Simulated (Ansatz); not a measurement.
A nudged elastic band was laid between two geometries of C₂H₃AlFN (8 atoms, charge 0, multiplicity 1).

Method: RKS PBE0-D4/6-31G* (Ansatz).

```
movable images  : 7
climbing image  : yes
spring          : 5.0 eV/Å²
optimiser       : quadratic models (default)
start path      : IDPP
force threshold : 0.05 eV/Å
iteration limit : 46
end points      : relaxed
```

Image 0:

```xyz
8
Properties=species:S:1:pos:R:3
C -0.932 2.340 -0.038
C -0.253 1.330 -0.029
Al 0.789 -0.253 -0.019
N 0.029 -1.842 0.035
F 2.438 -0.154 -0.062
H -1.524 3.230 -0.047
H 0.518 -2.725 0.041
H -0.971 -1.983 0.064
```

Image 8:

```xyz
8
Properties=species:S:1:pos:R:3
C -0.933 2.341 -0.044
C -0.258 1.329 -0.034
Al 0.786 -0.252 -0.019
N 0.030 -1.844 0.038
F 2.435 -0.149 -0.058
H -1.523 3.233 -0.052
H -0.969 -1.990 0.064
H 0.524 -2.724 0.049
```

(1) Which bonds break or form, and what moves?

(2) What energy profile does the band end with?

(3) What is the geometry of the highest image?

(4) What are the harmonic wavenumbers there?

Answers

(1) No bond is made or broken. The dihedral F5–Al3–N4–H8 goes from 180 to 0°. The two ends are copies of one structure, up to a mirror image or an exchange of like atoms.

(2) The run converged. The highest image is number 4 of 0 to 8, 0.34 eV above the ends, which have the same energy within 2 meV. A vibrational analysis at the climbing image gives one clearly imaginary mode, 346i cm⁻¹: a first-order saddle point.

| image | path coordinate (Å) | energy (eV) | dihedral F5–Al3–N4–H8 (°) |
| --- | --- | --- | --- |
| 0 | 0.00 | 0.00 | 180 |
| 1 | 0.45 | 0.04 | 162 |
| 2 | 0.90 | 0.16 | 134 |
| 3 | 1.35 | 0.29 | 102 |
| 4 | 1.81 | 0.34 | 73 |
| 5 | 2.25 | 0.28 | 50 |
| 6 | 2.70 | 0.16 | 32 |
| 7 | 3.15 | 0.04 | 16 |
| 8 | 3.60 | 0.00 | 0 |

(3) 
```xyz
8
Properties=species:S:1:pos:R:3:forces:R:3
C -0.857 2.307 -0.724 0.00 0.00 0.00
C -0.258 1.321 -0.337 0.00 0.00 0.00
Al 0.661 -0.221 0.269 0.00 0.00 0.00
N -0.086 -1.839 0.274 0.01 -0.01 -0.01
F 2.208 0.043 0.792 0.00 0.00 0.00
H -1.381 3.174 -1.065 0.00 0.00 0.00
H 0.182 -2.550 -0.395 -0.01 0.00 0.01
H -0.377 -2.292 1.130 0.00 0.00 0.00
```

(4) 346i, 122, 155, 242, 296, 303, 335, 555, 686, 693, 720, 802, 915, 1618, 2151, 3490, 3601, 3690 cm⁻¹.

Run time: 2.8 min on 1 thread of Intel(R) Xeon(R) Platinum 8559C (Emerald Rapids), with other jobs on the host, peak memory 0.2 GiB.
